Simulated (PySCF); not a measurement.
A calculated (TPSS, PySCF 2.14, ANO-RCC-VTZP, the spin-free X2C one-electron Hamiltonian (Gaussian nucleus)) atom or ion has these occupied shells.

```
shell  electrons  orbital energy (eV)  rms radius, mean of both spins (bohr)
 1s α          1             -53548.9                                 0.0240
 1s β          1             -53548.9                                 0.0240
 2s α          1              -8923.4                                 0.0971
 2s β          1              -8923.3                                 0.0971
 2p α          3              -7933.3                                 0.0874
 2p β          3              -7933.2                                 0.0874
 3s α          1              -1995.7                                  0.250
 3s β          1              -1994.0                                  0.250
 3p α          3              -1689.7                                  0.251
 3p β          3              -1687.9                                  0.251
 3d α          5              -1288.0                                  0.230
 3d β          5              -1286.5                                  0.230
 4s α          1              -402.89                                  0.563
 4s β          1              -398.31                                  0.563
 4p α          3              -301.62                                  0.598
 4p β          3              -297.01                                  0.598
 4d α          5              -161.60                                  0.656
 4d β          5              -156.89                                  0.656
 5s α          1              -53.661                                   1.37
 5s β          1              -51.150                                   1.37
 5p α          3              -29.255                                   1.61
 5p β          3              -27.259                                   1.61
 4f α          7              -10.345                                  0.937
 4f β          2               -7.084                                  0.937
 6s α          1               -4.268                                   4.17
 6s β          1               -3.799                                   4.17
 5d α          1               -3.115                                   2.91
```

Question: Name the element and its charge.

Answer: Dy (dysprosium, neutral), in [Xe] 4f9 5d1 6s2, one real determinant (an excited configuration).
